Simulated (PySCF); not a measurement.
Isomers of C7H7NO2. Method: PBE0-D3(BJ)/def2-SVP geometry optimisation, gas phase (PySCF). Energies are electronic, without zero-point or thermal terms, for one conformer each. No frequencies were run at this level. Point groups hold within 0.08 Å.

Question: Order them by energy at this level, lowest first, and give relative energies in kJ/mol.
A. `[CH3:1][C:2](=[O:3])[c:4]1[cH:5][cH:6][cH:7][n+:8]([O-:9])[cH:10]1` with C1–C2–C4–C5 180°
B. `[O:1]=[CH:2][O:3][CH2:4][c:5]1[cH:6][cH:7][cH:8][cH:9][n:10]1` with O1–C2–O3–C4 -2°, C2–O3–C4–C5 93°, O3–C4–C5–C6 -71°
C. `[CH3:1][O:2][C:3](=[O:4])[c:5]1[cH:6][cH:7][cH:8][cH:9][n:10]1` with C1–O2–C3–O4 0°, O2–C3–C5–C6 179°

Answer: C (0.0), B (15.4), A (175.5).

As drawn, the highest has an N–O linkage, which the lowest lacks.

| SMILES | E (Eh) | E rel (kJ/mol) | dipole (D) | point group | A, B, C (MHz) |
| --- | --- | --- | --- | --- | --- |
| COC(=O)c1ccccn1 | -475.29009 | 0.0 | 1.61 | near Cs | 3631, 868.0, 703.7 |
| O=COCc1ccccn1 | -475.28422 | 15.4 | 1.50 | C1 | 3255, 863.3, 724.0 |
| CC(=O)c1ccc[n+]([O-])c1 | -475.22326 | 175.5 | 1.01 | Cs | 2644, 983.4, 720.0 |
